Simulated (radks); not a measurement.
Question: All-electron atom: Lu4+ in [Xe] 4f13. Method: scalar-relativistic Kohn-Sham, r2SCAN, spin-polarised, spherical densities, finite nucleus; open shells are filled with parallel spins first (spin-orbit coupling, left out, can overturn this in heavy ions); meta-GGA in the generalised Kohn-Sham scheme; Fermi nuclear charge, rms radius 5.37 fm; computed with a radial shooting solver on a logarithmic mesh with Libxc functionals. Some entries of the table are withheld. Estimate them.

orbital,occ.,eigenvalue (hartree),<r> (bohr),<r^2> (bohr^2)
1s up,1,-2328.491,0.01932,0.0005123
1s down,1,-2328.490,0.01932,0.0005123
2s up,1,-398.7744,0.08182,0.007919
2s down,1,-398.7742,0.08182,0.007918
2p up,3,-350.9403,0.07293,0.006497
2p down,3,-350.9401,0.07292,0.006497
3s up,1,-92.14679,0.2124,0.05157
3s down,1,-92.12202,0.2124,0.05156
3p up,3,-77.72180,0.2122,0.05219
3p down,3,-77.69697,0.2121,0.05217
3d up,5,-60.37462,0.1925,0.04347
3d down,5,-60.35568,0.1925,0.04345
4s up,1,-20.00669,0.4776,0.2575
4s down,1,-19.95837,0.4777,0.2575
4p up,3,-15.24586,0.5070,0.2923
4p down,3,-15.19832,0.5070,0.2924
4d up,5,-9.00380,0.5457,0.3454
4d down,5,-8.95672,0.5460,0.3458
5s up,1,-3.95503,1.144,1.468
5s down,1,-3.93581,1.147,1.477
5p up,3,-2.78788,(1),1.954
5p down,3,-2.77502,(2),1.965
4f up,7,-2.13929,(3),0.5875
4f down,6,-2.09585,(4),0.5957

Answer: 
(1) 5p up <r> (bohr): 1.317
(2) 5p down <r> (bohr): 1.321
(3) 4f up <r> (bohr): 0.6794
(4) 4f down <r> (bohr): 0.6833
